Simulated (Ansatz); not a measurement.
H₂W₂⁺, relaxed as a doublet with UKS PBE-D4/def2-TZVP in Ansatz, starting from the GFN1-xTB geometry. Force threshold 0.02 eV/Å.

In the def2 sets W takes a core potential; there is no spin–orbit coupling. The charge 1 doublet is spin-contaminated (final ⟨S²⟩ up to 1.12, 0.75 for a pure state). Another isomer (doublet) lies 1.73 eV lower at PBE0-D4/def2-TZVP; other spin states weren't run for this one.

Start:

```tsv
atom	x (Å)	y (Å)	z (Å)
W1	-1.070	-0.549	0.339
W2	1.069	0.553	-0.336
H3	-2.496	-1.288	0.787
H4	2.497	1.283	-0.790
```

Question: Estimate the energy that the relaxation releases and the steps that it takes.

Answer: 131.9 kJ/mol, in 6 steps; 55 s on 4 threads of Intel Xeon Platinum 8488C on a shared host. No frequencies were taken in this run, so the end may be a saddle point.

Question: Does the start keep its bonding and symmetry?

Answer: By distances, no bond broke or formed. The bond that changes most is W1–W2, from 2.50 to 2.07 Å (atoms count from 1). Point group D∞h at the start, D∞h at the end, both within 0.05 Å.

Question: Predict the relaxed structure.

Answer: 
```xyz
4

W    -0.8840   -0.4536    0.2788
W     0.8839    0.4580   -0.2770
H    -2.3734   -1.2241    0.7489
H     2.3735    1.2198   -0.7507
```
Bond lengths (bridged metal pairs left out): 1 × W–W 2.07 Å; 2 × H–W 1.74 Å.
